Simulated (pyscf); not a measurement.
## Addition across a multiple bond or ene-type step: H₂Si=Se (SMILES [SiH2]=[Se]) + H₂Se (SMILES [SeH2]) → HSe–SiH₂–SeH (SMILES [SeH][SiH2][SeH])

Gas phase, singlet surface, charge 0. Bonds broken: Se5–H6. Bonds formed: Se1–H6, Si2–Se5. Optimised with ωB97X-D3(BJ)/def2-SVP in PySCF. MP2 and CC: frozen core, UHF for open shells. ΔMP2 is the change of the MP2 total energy from the triple- to the quadruple-zeta basis.

Transition state (Å):

```xyz
7

Se    -0.1018     1.2773     1.2185
Si     0.1710     0.4119    -0.7364
H      1.5020    -0.0364    -1.2344
H     -0.6572     0.7763    -1.9215
Se    -0.7680    -1.7874    -0.0995
H     -0.5921    -0.7887     1.1235
H     -2.1459    -1.3231    -0.2932
```

One imaginary mode, 730i cm⁻¹; descent along it reached the two sides named, in the forms told below.

| bond | change | reactant side (Å) | saddle | product side |
|---|---|---|---|---|
| Se5–H6 | breaks | 1.467 | 1.589 | 3.6 |
| Se1–H6 | forms | 3.6 | 2.125 | 1.467 |
| Si2–Se5 | forms | 2.7 | 2.475 | 2.267 |

Electronic energies relative to the separated reactants (kJ/mol):

| level | barrier | reaction energy | reverse barrier |
|---|---|---|---|
| ωB97X-D3(BJ)/def2-TZVP | -31.8 | -191.1 | 159.3 |
| PBE/def2-TZVP | -31.9 | -156.4 | 124.5 |
| r²SCAN/def2-TZVP | -30.6 | -166.9 | 136.3 |
| B3LYP-D3(BJ)/def2-TZVP | -16.5 | -160.2 | 143.7 |
| PBE0-D3(BJ)/def2-TZVP | -37.3 | -176.9 | 139.6 |
| M06-2X/def2-TZVP | -17.5 | -165.6 | 148.1 |
| ωB97M-D3(BJ)/def2-TZVP | -10.2 | -164.7 | 154.6 |
| HF/def2-TZVP | 47.2 | -149.7 | 196.9 |
| MP2/def2-QZVPP | -27.2 | -171.2 | 144.0 |
| CCSD/def2-TZVPP | 2.8 | -160.0 | 162.8 |
| CCSD(T)/def2-TZVPP | -6.1 | -159.0 | 152.9 |
| CCSD(T)/def2-TZVPP + ΔMP2(QZVPP) | -11.6 | -162.9 | 151.3 |

With CCSD(T)/def2-TZVPP + ΔMP2(QZVPP) energies and thermal terms (ideal gas, 1 atm, RRHO with modes under 100 cm⁻¹ raised to 100, one conformer, R ln 2 for chiral ones without a mode under 150 cm⁻¹), in kJ/mol:

```json
[
 {"T (K)": "298", "ΔH‡": "-12.6", "ΔG‡": "30.1", "ΔH": "-155.5", "ΔG": "-112.8"},
 {"T (K)": "600", "ΔH‡": "-11.2", "ΔG‡": "73.0", "ΔH": "-151.9", "ΔG": "-70.9"},
 {"T (K)": "900", "ΔH‡": "-8.3", "ΔG‡": "114.5", "ΔH": "-147.3", "ΔG": "-31.3"},
 {"T (K)": "1200", "ΔH‡": "-5.3", "ΔG‡": "154.9", "ΔH": "-142.5", "ΔG": "+6.6"}
]
```

On the reactant side the descent ends in an adduct with a Se–Si contact, 56.0 kJ/mol under the separated species and 24.2 kJ/mol under the saddle at ωB97X-D3(BJ)/def2-TZVP. At ωB97X-D3(BJ)/def2-TZVP, PBE, r²SCAN, B3LYP-D3(BJ), PBE0-D3(BJ), M06-2X, ωB97M-D3(BJ)/def2-TZVP, MP2, CCSD(T), CCSD(T) the saddle lies under the separated reactants, which points to a path from their complex (located at ωB97X-D3(BJ) alone). What is counted as formed (Se–Si) is already present as a longer contact in the reactant adduct; forming that adduct is a step of its own. This is the saddle that the search found; another between the same sides may lie lower. The CCSD(T) − MP2 part came from Ansatz, without density fitting, on the same reference. The frozen core leaves the outer d or s,p core shells of the metals and heavy elements correlated in the MP2 and CC values, and def2-TZVPP describes them poorly, which can shift differences by a few kcal/mol. Elements up to Kr have no core potential and no relativistic terms here.
